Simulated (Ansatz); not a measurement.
Computed with Ansatz on PBE0-D4/def2-TZVP structures; ΔE is electronic, products minus reactants. CBS: MP2 limit from def2 TZ/QZ plus the TZ coupled-cluster correction, frozen cores. Functionals use def2-TZVPP. B3LYP here is the variant with VWN-RPA as its local correlation; programs differ in this. Elements past krypton have def2 core potentials. For Sn outer-core shells are correlated without core-valence functions, which leaves a few kJ/mol of doubt a bond.

Reaction (redistribution): `[CH3][SnH]([CH3])[AlH2]` + `C#C[SiH](C)Cl` → `C[SiH]([AlH2])Cl` + `C#[C][SnH]([CH3])[CH3]`

Q: Is it downhill or uphill in electronic energy at CCSD(T)/CBS, and by how much? (Best estimate.)

A: Ansatz gave: Uphill: ΔE = +57.5 kJ/mol.

Q: What do these levels give: PBE-D4, ωB97X-V, B2PLYP, PBE, B3LYP, HF/def2-TZVPP, MP2/def2-TZVPP, SCS-MP2/def2-TZVPP, CCSD(T)/def2-TZVPP, HF/def2-QZVPP, MP2/def2-QZVPP, CCSD/CBS(def2)? (Estimate.)

A: Computed: PBE-D4 58.8, ωB97X-V 54.1, B2PLYP 60.9, PBE 58.8, B3LYP 62.0, HF/def2-TZVPP 56.8, MP2/def2-TZVPP 60.0, SCS-MP2/def2-TZVPP 57.2, CCSD(T)/def2-TZVPP 53.6, HF/def2-QZVPP 56.5, MP2/def2-QZVPP 62.1, CCSD/CBS(def2) 58.0 kJ/mol.

Largest T1 diagnostic among the species: 0.012.
